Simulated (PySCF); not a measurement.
# Polarisability and C₆ of Tc(3+) (technetium, charge +3)

[Kr] 4d4, high-spin 5D determinant. Computed with PySCF 2.14 in aug-cc-pwCVTZ-PP with ECP28MDF (8s8p7d4f3g, 122 functions), with a scalar-relativistic core potential. Coupled (time-dependent) response in atomic units; α is the mean over directions.

```json
{"method": "BP86", "mean α (bohr³)": "5.618", "α xx, yy, zz": "5.382, 5.382, 6.091", "C₆ (like pair)": "25.48", "S(−4)": "8.252"}
```

S(−4) is the Cauchy moment in α(ω) = α(0) + S(−4) ω² + …

Spin-orbit coupling is absent.

α(iu) at BP86:

```
u (hartree)  α(iu) (bohr³)
          0          5.618
     0.0500          5.598
      0.100          5.538
      0.200          5.320
      0.300          5.016
      0.500          4.338
      0.750          3.573
       1.00          2.956
       1.50          2.073
       2.00          1.503
       3.00         0.8638
       5.00         0.3756
```

A single London oscillator, α(iu) = α/(1 + u²/ω²), gives C₆ = (3/4) ω α². Matching the computed C₆ needs ω = 4 × 25.48 / (3 × 5.618²) = 1.08 hartree.

For an ion, C₆ is the dispersion term alone; charge-induced terms of lower order in 1/R come first.

The components differ because the open shell of this determinant is not spherical; for a pure term their mean is the scalar polarisability.

Energies and moments cover only the electrons outside the core potential.
